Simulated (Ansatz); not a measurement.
# One elementary step

Start structure (Si2H8SO, closed shell), relaxed at PBE0-D4/def2-TZVP:

Si1  (0.807, 0.347, -1.378)
S2  (1.473, 0.892, 0.577)
H3  (-0.657, 0.496, -1.511)
H4  (1.237, -1.068, -1.493)
O5  (1.429, 1.296, -2.564)
H6  (-0.540, -1.080, 2.808)
Si7  (-1.501, -1.087, 1.679)
H8  (0.862, 2.089, 0.569)
H9  (2.382, 1.407, -2.586)
H10  (-1.926, 0.299, 1.360)
H11  (-2.696, -1.887, 2.055)
H12  (-0.870, -1.703, 0.483)
(Å)

The step: SiH₄SO ([OH][SiH2][SH]) + SiH₄ → Si₂H₆O ([OH][SiH2][SiH3]) + H₂S; bonds formed: Si1–Si7, S2–H6; bonds broken: Si1–S2, H6–Si7. Ansatz 0.2.0; basis: def2-TZVPP and def2-QZVPP; cores frozen in the correlated methods. Extrapolation: Hartree–Fock as exp(−7.88 √X), correlation as X^−2.97. Energies below are by CCSD(T) at an estimated basis limit (MP2 extrapolated from triple and quadruple zeta, plus CCSD(T) − MP2 in triple zeta).

**Question.** What are the electronic barrier and the energy of the step, from the start structure to the end structure? (Judge from chemistry; the value comes from the calculation.)

**Answer.** The calculation gives: Barrier 255.8 kJ/mol; step energy 67.8 kJ/mol (uphill); reverse barrier, their difference, 188.0 kJ/mol. Barrier and step energy count from the start structure, the reverse barrier from the end structure.

The saddle point: One imaginary mode of 941i cm⁻¹.
| pair | start (Å) | saddle (Å) | end (Å) |
| --- | --- | --- | --- |
| Si1–Si7 | 4.09 | 2.57 | 2.35 |
| S2–H6 | 3.59 | 1.81 | 1.34 |
| Si1–S2 | 2.14 | 2.61 | 4.25 |
| H6–Si7 | 1.48 | 1.79 | 3.36 |

Zero-point energy (harmonic, PBE0-D4): ZPE is 192.6 kJ/mol at the start and 189.0 kJ/mol at the saddle, so the barrier goes from 255.8 to 252.1 kJ/mol.

The T1 diagnostic stays at or below 0.015.

Labels in which every atom is bracketed show which atoms are joined, not bond orders.

For scale, one of the runs: CCSD(T)/def2-TZVPP, 269 basis functions, launched by `ansatz run in.yaml --threads 4 --pin off --events-out ev --progress --plain --max-ram 9574MiB`. Time: 2.9 min of wall clock on 4 CPU threads of an Arm Neoverse V1; the host was shared. Peak host memory: 6.3 GiB.
